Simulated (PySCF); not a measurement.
C₈H₁₂, charge +1, doublet (typed; the unrestricted solution is spin-contaminated), at a GFN2-xTB geometry (a state made from the parent by changing its charge; the spin is typed, not shown lowest). Base run: DF-HF/STO-3G in PySCF.

PySCF was given this input:
```python
from pyscf import gto, scf

mol = gto.Mole()
mol.atom = '''
    C    -0.650118   -1.719502   -0.138704
    C     0.699814   -1.664786   -0.132598
    C     1.518393   -0.527560   -0.587468
    C     1.514462    0.524312    0.600382
    C     0.702224    1.663284    0.138568
    C    -0.647591    1.720892    0.133179
    C    -1.559162    0.611013    0.489579
    C    -1.556242   -0.607677   -0.502844
    H    -1.121948   -2.637151    0.186420
    H     1.246164   -2.484115    0.318688
    H     1.119944   -0.066997   -1.491422
    H     2.547913   -0.827088   -0.771930
    H     2.543012    0.821636    0.793606
    H     1.107344    0.064612    1.500906
    H     1.254151    2.481437   -0.308042
    H    -1.114669    2.639546   -0.195943
    H    -1.284614    0.218563    1.472581
    H    -2.579019    0.987743    0.536796
    H    -1.272493   -0.215824   -1.483469
    H    -2.576464   -0.982222   -0.558747
'''
mol.basis = 'sto-3g'
mol.charge = 1
mol.spin = 1
mol.verbose = 4
mol.build()

mf = scf.UHF(mol)
mf = mf.density_fit(auxbasis='def2-universal-jkfit')
mf.kernel()
mf.analyze()
```

Each row names what was changed in the base input (with any setting that the change needs).

```csv
change,basis functions,E (Eh),HOMO (eV)
base,52,-305.93245,-11.90
basis = LANL2DZ,96,-309.48835,-12.76
basis = 6-31G,96,-309.46658,-12.67
basis = 3-21G,96,-307.86677,-12.83
basis = def2-SV(P),136,-309.32222,-12.74
basis = 6-31+G*,168,-309.58852,-12.59
basis = def2-SVP,172,-309.35768,-12.68
basis = 6-31G**,172,-309.60607,-12.54
basis = pcseg-1,172,-309.49333,-12.69
basis = pc-1,172,-309.49819,-12.70
basis = cc-pVDZ,172,-309.60803,-12.60
basis = 6-311G**,216,-309.65589,-12.59
basis = def2-SVPD,256,-309.36944,-12.61
```

Totals compare only among sets that treat the same electrons; sets with core potentials leave the core out.

Open shells are given as the SCF converged; they aren't shown to be the lowest states, and a large step between rows can be another state.
